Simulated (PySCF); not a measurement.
Species: C₅H₉ClOS.
Structure used (GFN2-xTB), in Å, numbered top down from 1:
```xyz
17
C5H9ClOS angstrom
C     -0.6801   -1.9023   -0.2149
C      0.1593   -0.6780   -0.2183
C      1.3063   -0.5107    0.4266
C      2.1142    0.7346    0.3919
Cl     1.6927    1.7754    1.8079
S     -0.4854    0.6736   -1.2915
C     -1.5428    1.3820    0.0473
O     -1.4054    0.0267   -2.2272
H     -1.3874   -1.8783    0.6150
H     -0.0766   -2.8024   -0.1247
H     -1.2482   -1.9358   -1.1453
H      1.6804   -1.2977    1.0701
H      3.1794    0.5286    0.4850
H      1.9124    1.3326   -0.4950
H     -2.2584    0.6347    0.3699
H     -0.9025    1.6926    0.8640
H     -2.0647    2.2365   -0.3708
```

PySCF, density fitting, gas phase, GFN2-xTB geometry. The standard run uses grid level 2 after a coarse-grid start, the def2-universal JK fitting basis (with tight functions added where the orbital basis needs them), an energy threshold of 1e-9 Eh and DIIS. The changed runs have no coarse-grid stage.

Question: Standard PBE0/def2-SVPD: E = -1128.450915 Eh, HOMO -6.949 eV, LUMO -1.183 eV, dipole 2.444 D, 15 cycles (coarse-grid cycles included). What changes at PBE0/def2-SVPD with: start guess sap?

Answer: E = -1128.450915 Eh (0.000 mEh), HOMO -6.949 eV (0.000), LUMO -1.183 eV (0.000), dipole 2.444 D (0.000), 19 SCF cycles. The result matches the standard run within 0.02 mEh and 0.003 eV; such settings steer the iterations and don't enter the energy expression.

The cycles:
```
cycle   1  E = -1008.2658335697  dE =  1.082e+02  |g| = 1.366e+01  |ddm| = 2.126e+02
cycle   2  E = -769.2750631738  dE =  2.390e+02  |g| = 2.239e+01  |ddm| = 6.910e+02
cycle   3  E = -1086.0096439794  dE = -3.167e+02  |g| = 9.222e+00  |ddm| = 6.691e+02
cycle   4  E = -1051.9013900614  dE =  3.411e+01  |g| = 9.589e+00  |ddm| = 8.571e+01
cycle   5  E = -1089.7725645285  dE = -3.787e+01  |g| = 9.255e+00  |ddm| = 8.448e+01
cycle   6  E = -1125.8971323275  dE = -3.612e+01  |g| = 2.782e+00  |ddm| = 2.623e+01
cycle   7  E = -1117.3418947476  dE =  8.555e+00  |g| = 4.988e+00  |ddm| = 2.739e+01
cycle   8  E = -1128.2501721763  dE = -1.091e+01  |g| = 8.812e-01  |ddm| = 2.632e+01
cycle   9  E = -1128.3550804504  dE = -1.049e-01  |g| = 5.801e-01  |ddm| = 3.063e+00
cycle  10  E = -1128.4452769310  dE = -9.020e-02  |g| = 1.537e-01  |ddm| = 1.283e+00
cycle  11  E = -1128.4496003610  dE = -4.323e-03  |g| = 7.209e-02  |ddm| = 3.977e-01
cycle  12  E = -1128.4507578145  dE = -1.157e-03  |g| = 2.543e-02  |ddm| = 1.866e-01
cycle  13  E = -1128.4508833895  dE = -1.256e-04  |g| = 1.130e-02  |ddm| = 7.065e-02
cycle  14  E = -1128.4509114089  dE = -2.802e-05  |g| = 3.779e-03  |ddm| = 2.637e-02
cycle  15  E = -1128.4509149275  dE = -3.519e-06  |g| = 7.723e-04  |ddm| = 9.434e-03
cycle  16  E = -1128.4509150629  dE = -1.354e-07  |g| = 2.585e-04  |ddm| = 2.310e-03
cycle  17  E = -1128.4509150798  dE = -1.689e-08  |g| = 6.706e-05  |ddm| = 7.292e-04
cycle  18  E = -1128.4509150809  dE = -1.146e-09  |g| = 2.167e-05  |ddm| = 2.101e-04
cycle  19  E = -1128.4509150811  dE = -1.264e-10  |g| = 4.738e-06  |ddm| = 6.966e-05
```

Question: Standard PBE0/pcSseg-1: E = -1128.816457 Eh, HOMO -6.861 eV, LUMO -1.099 eV, dipole 2.330 D, 15 cycles (coarse-grid cycles included). What changes at PBE0/pcSseg-1 with: start guess huckel?

Answer: E = -1128.816457 Eh (0.000 mEh), HOMO -6.861 eV (0.000), LUMO -1.099 eV (0.000), dipole 2.330 D (0.000), 15 SCF cycles. The result matches the standard run within 0.02 mEh and 0.003 eV; such settings steer the iterations and don't enter the energy expression.

The cycles:
```
cycle   1  E = -1113.7272651095  dE =  1.147e+01  |g| = 6.788e+00  |ddm| = 8.177e+00
cycle   2  E = -1007.2530113961  dE =  1.065e+02  |g| = 2.034e+01  |ddm| = 4.093e+01
cycle   3  E = -1104.9203723738  dE = -9.767e+01  |g| = 8.653e+00  |ddm| = 3.864e+01
cycle   4  E = -1127.4390750136  dE = -2.252e+01  |g| = 2.507e+00  |ddm| = 2.707e+01
cycle   5  E = -1126.8310181314  dE =  6.081e-01  |g| = 2.572e+00  |ddm| = 5.951e+00
cycle   6  E = -1128.7560275878  dE = -1.925e+00  |g| = 4.659e-01  |ddm| = 4.839e+00
cycle   7  E = -1128.7839951718  dE = -2.797e-02  |g| = 3.641e-01  |ddm| = 8.448e-01
cycle   8  E = -1128.8132432257  dE = -2.925e-02  |g| = 1.153e-01  |ddm| = 3.804e-01
cycle   9  E = -1128.8162974048  dE = -3.054e-03  |g| = 2.633e-02  |ddm| = 1.179e-01
cycle  10  E = -1128.8164214478  dE = -1.240e-04  |g| = 1.234e-02  |ddm| = 5.499e-02
cycle  11  E = -1128.8164562980  dE = -3.485e-05  |g| = 1.854e-03  |ddm| = 1.815e-02
cycle  12  E = -1128.8164570409  dE = -7.428e-07  |g| = 7.014e-04  |ddm| = 2.694e-03
cycle  13  E = -1128.8164571529  dE = -1.120e-07  |g| = 1.075e-04  |ddm| = 9.301e-04
cycle  14  E = -1128.8164571553  dE = -2.411e-09  |g| = 4.313e-05  |ddm| = 1.421e-04
cycle  15  E = -1128.8164571557  dE = -4.461e-10  |g| = 1.231e-05  |ddm| = 5.936e-05
```
